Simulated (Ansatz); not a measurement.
Consider the formal exchange of groups at a B–B bond: `[OH][GaH][BH]BF` + `C1N[SiH2]1` → `FBC1N[SiH2]1` + `[BH2][GaH][OH]`.

Calculated with Ansatz (gas phase, PBE0-D4/def2-TZVP geometries, no zero-point term in ΔE). CBS: MP2 limit from def2 TZ/QZ plus the TZ coupled-cluster correction, frozen cores. DFT in def2-TZVPP. B3LYP here is the variant with VWN-RPA as its local correlation; programs differ in this. For Ga outer-core shells are correlated without core-valence functions, which leaves a few kJ/mol of doubt a bond. Scalar relativity is left out up to krypton. Each species was taken in one conformer, which may not be the lowest.

```tsv
level	ΔE (kJ/mol)	difference from CCSD(T)/CBS
PBE-D4	-32.4	9.6
r2SCAN-D4	-37.8	4.2
PBE0-D4	-35.8	6.2
B3LYP-D4	-37.3	4.7
ωB97X-V	-37.7	4.3
ωB97M-V	-42.5	-0.5
B2PLYP	-39.5	2.5
PBE	-30.5	11.5
r2SCAN	-37.4	4.6
PBE0	-34.3	7.7
B3LYP	-34.4	7.6
HF/def2-TZVPP	-40.1	1.9
MP2/def2-TZVPP	-47.7	-5.7
SCS-MP2/def2-TZVPP	-45.3	-3.3
CCSD/def2-TZVPP	-40.3	1.7
CCSD(T)/def2-TZVPP	-41.8	0.2
HF/def2-QZVPP	-40.2	1.8
MP2/def2-QZVPP	-47.9	-5.9
SCS-MP2/def2-QZVPP	-45.3	-3.3
HF/CBS(def2)	-40.3	1.7
MP2/CBS(def2)	-47.9	-5.9
CCSD/CBS(def2)	-40.6	1.4
CCSD(T)/CBS	-42.0	0
```

Largest T1 diagnostic among the species: 0.015.

From PBE to PBE0 (25 % exact exchange), in def2-TZVPP and without D4, ΔE moves by −3.8 kJ/mol.

CCSD(T)/CBS has its own doubt, a few kJ/mol and more with outer-core shells, so smaller differences from it don't rank the levels.
